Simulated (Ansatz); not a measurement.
`O=C(O)c1ccccc1Br`, charge 0, multiplicity 1.

(1) Give a relaxed structure at PBE0-D4/def2-TZVP (the Gaussian-basis code of Ansatz). (Best estimate.)

Answers

(1) Computed: 
Z-matrix (Å, degrees):
```
C
O 1 1.335
C 1 1.491 2 115.5
O 1 1.205 2 121.7 3 -180.0
H 2 0.968 1 105.8 3 180.0
C 3 1.398 1 113.9 2 -180.0
C 3 1.399 1 128.3 2 0.0
C 6 1.379 3 122.1 1 180.0
H 6 1.083 3 116.8 1 -0.0
C 7 1.390 3 120.2 1 180.0
Br 7 1.887 3 125.1 1 0.0
C 8 1.387 6 119.3 3 0.0
H 8 1.083 6 120.1 3 -180.0
H 10 1.082 7 118.9 3 -180.0
H 12 1.084 8 120.6 6 -180.0
```
Point group Cs.
This is one stationary point; other conformers may exist.
